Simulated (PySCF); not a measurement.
# Reading the logs of faulty runs: BFH4Si

These are calculations, not measurements. The program is PySCF 2.14.0, an open-source quantum chemistry code, run on an isolated molecule that a program drew, which may never have been made. The molecule is BFH4Si (charge 0, singlet), drawn as the SMILES string `FB[SiH3]`.

Each row is a Hartree-Fock (HF) and frozen-core CCSD(T) single point in the cc-pV(D+d)Z basis, meant for a local HF minimum. Run 1 is clean. Each other run has one planted mistake out of seven kinds, and not every kind appears here: one electron removed, one electron added, multiplicity raised by two, geometry at a saddle point, minimal basis STO-3G, one bond length entered in bohr, all coordinates scaled. The reference is restricted for singlets and unrestricted otherwise, and also for a bond in bohr. Adding or removing an electron swaps singlet and doublet. Electrons count all cores. HOMO and LUMO are orbital energies over both spins, the gradient is its largest component, and the lowest frequency (negative if imaginary) is given only where the gradient is small. Bond lengths are over the 6 bonds as drawn. T1 is the CCSD diagnostic: over 0.02 (restricted) or 0.045 (unrestricted) a single reference is doubtful.

Geometry of the clean run:
```xyz
7
BFH4Si, angstrom
F     0.5792    1.6162    0.9091
B     1.2694    1.3212   -0.1897
Si    0.4169    0.2156   -1.6909
H     2.3952    1.7404   -0.2364
H     0.3978    1.0255   -2.9358
H    -0.9656   -0.2088   -1.3686
H     1.2490   -0.9888   -1.9406
```

```
run,electrons,basis functions,<S^2>,HOMO (eV),LUMO (eV),gradient (hartree/bohr),lowest frequency (cm^-1),mean bond (Å),longest bond (Å),T1,HF (hartree),CCSD(T) (hartree),mistake
1,32,71,0.000,-11.32,2.02,8.2e-06,47,1.5058,2.050,0.0153,-415.41741,-415.83907,no fault
2,33,71,0.761,0.28,9.28,5.9e-02,-,1.5058,2.050,0.0144,-415.37296,-415.80776,one electron added
3,31,71,0.763,-19.20,-9.04,1.2e-01,-,1.5058,2.050,0.0246,-415.04416,-415.45224,one electron removed
4,32,71,0.000,-11.19,1.53,6.8e-02,-,1.6519,2.249,0.0172,-415.37263,-415.80189,all coordinates scaled
5,32,71,2.009,-7.07,-1.65,2.9e-02,-,1.5058,2.050,0.0260,-415.26734,-415.68202,?
6,32,23,0.000,-8.78,7.20,2.9e-02,-,1.5058,2.050,0.0178,-410.37332,-410.51439,?
```

**Which mistake was planted in run 5, and what did it cost?**

Electrons, basis and geometry are unchanged, and <S^2> is 2.009, beside S(S+1) = 2.00 for a multiplicity of 3. So the mistake is: multiplicity raised by two. Subtracting run 1 and multiplying by 627.51 kcal/mol a hartree, the energy moved by 94.2 kcal/mol in HF and 98.6 kcal/mol in CCSD(T).

**Which mistake was planted in run 6, and what did it cost?**

It has 23 basis functions where the clean run has 71, with the same electrons and geometry. So the mistake is: minimal basis STO-3G. Subtracting run 1 and multiplying by 627.51 kcal/mol a hartree, the energy moved by 3165.2 kcal/mol in HF and 3341.3 kcal/mol in CCSD(T).

Cautions from the logs. Run 2: the HOMO is above zero, so the electron isn't bound and the energy depends on the basis.
